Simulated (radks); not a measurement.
Spherical quantum dot in the effective-mass picture: electrons in a hard-walled sphere of radius 1.98, all in effective atomic units (hartree* = m*/eps^2 hartree, bohr* = eps/m* bohr), one dielectric constant everywhere. Method: non-relativistic Kohn-Sham, PBEsol, spin-polarised, spherical densities; computed with a radial shooting solver with Libxc functionals. Levels are named by radial order and angular momentum (1s, 1p, 1d, 2s, ...), and open shells are averaged over m.

N = 7, configuration 1s2 1p(up 3, down 2). This is the lowest configuration that the search found. Occupied and some empty levels:

level,occupation,eigenvalue (hartree*),<r> (bohr*)
1s up,1,5.9843,1.103
1s down,1,6.0362,1.101
1p up,3,7.0328,1.236
1p down,2,7.0885,1.236
1d up,0,8.5163,1.323
1d down,0,8.5726,1.323
2s up,0,9.8294,0.9497
2s down,0,9.8652,0.9495
1f up,0,10.380,1.387
1f down,0,10.436,1.387

Energy (hartree*): total 30.1424, kinetic 15.870, external 0, Hartree 18.413, exchange-correlation -4.1410.
